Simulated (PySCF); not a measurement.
A structure optimised at PBE0-D3(BJ)/def2-SVP, used in a PySCF frequency run:

```xyz
12

C      1.7382    -1.1756    -0.8308
Si     0.5017     0.0085    -0.1045
Cl     1.3357     1.9058    -0.0515
Cl     0.1214    -0.6047     1.8608
Si    -1.6472     0.0372    -1.0287
O     -2.3617    -1.3926    -0.5396
H      1.3123    -2.1903    -0.8578
H      2.6551    -1.1918    -0.2224
H      1.9997    -0.8729    -1.8563
H     -2.3594     1.2552    -0.5321
H     -1.6397     0.0340    -2.5175
H     -2.2378    -1.5981     0.3943
```

Q: Write its SMILES and formula.

A: C[Si](Cl)(Cl)[SiH2]O, CH6Cl2OSi2

Q: What are its rotational constants (standard atomic weights)?

A: 1.6736, 1.0602, 0.88265 GHz
